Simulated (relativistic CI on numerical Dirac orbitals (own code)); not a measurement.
Radial parameters of Pd XXXIX

Computed by Dirac-Coulomb-Breit CI, orbitals from a KLI potential per configuration, a model potential for QED, unscaled Slater integrals (own radial code, finite nucleus).

Slater integrals F^k, G^k are unscaled and averaged over j, outside the closed core 1s2; ζ comes from projecting the Hamiltonian with its Breit term on Σ l·s of the shell.

- 2s2 2p4: F^2(2p,2p) = 824620, ζ(2p) = 902900 cm⁻¹; <r>(2p) = 0.1153, <r^2>(2p) = 0.01611 (bohr units).
- 2s 2p5: G^1(2s,2p) = 880880, ζ(2p) = 898420 cm⁻¹; <r>(2s) = 0.1333, <r^2>(2s) = 0.02089, <r>(2p) = 0.1155, <r^2>(2p) = 0.01617 (bohr units).
- 2p5 3s: ζ(2p) = 911280, G^1(2p,3s) = 86322 cm⁻¹; <r>(2p) = 0.1149, <r^2>(2p) = 0.01601, <r>(3s) = 0.3145, <r^2>(3s) = 0.1126 (bohr units).

Averages of the first 10 configurations, taken without configuration mixing, which lowers the lowest level and can move excited configurations by several eV; other configurations of the list can lie among them:

| Configuration | Parity | States | Average energy above the lowest level (eV) |
| --- | --- | --- | --- |
| 2s2 2p4 | even | 15 | 117.8 |
| 2s 2p5 | odd | 12 | 448.9 |
| 2p6 | even | 1 | 815.5 |
| 2p5 3s | odd | 12 | 3962.3 |
| 2p5 3p | even | 36 | 4052.3 |
| 2p5 3d | odd | 60 | 4146.3 |
| 2s2 2p3 3s | odd | 40 | 3310.7 |
| 2s2 2p3 3p | even | 120 | 3406.2 |
| 2s2 2p3 3d | odd | 200 | 3500.6 |
| 2s 2p4 3s | even | 60 | 3618.6 |
